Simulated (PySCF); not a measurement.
Ionisation energy of Zn²³⁺ by level of theory

Zn²³⁺ [He] 2s2 2p3 (4S) → Zn²⁴⁺ [He] 2s2 2p2 (3P), as a difference of total energies. Computed with PySCF 2.14 in an uncontracted even-tempered set (17 s from 6 bohr⁻², ratio 2.2; 11 p from 7.8 bohr⁻², ratio 2.2; 6 d from 33 bohr⁻², ratio 2.4; 5 f from 49 bohr⁻², ratio 2.4; 4 g from 73 bohr⁻², ratio 2.4), with no relativity, point nucleus. Correlated levels: nothing frozen; virtual orbitals above 40 to 60 times the deepest correlated orbital energy dropped. The calculations carry no spin-orbit coupling.

```tsv
method	ionisation energy (eV)
UHF	2222.3
LDA	2220.6
PBE	2220.7
PBE0	2221.4
r2SCAN	2223.0
r2SCANh	2223.1
PBEsol	2220.2
MP2 (all electrons)	2222.3
SCS-MP2 (all electrons)	2221.8
```

A first-order spin-orbit estimate (lowest level to lowest level, LS coupling) adds -16.853 eV.

These non-relativistic numbers lack the scalar-relativistic shift.

For comparison: 2214 ± 8 eV (semi-empirical (NIST evaluation); NIST Atomic Spectra Database, ionization energies).
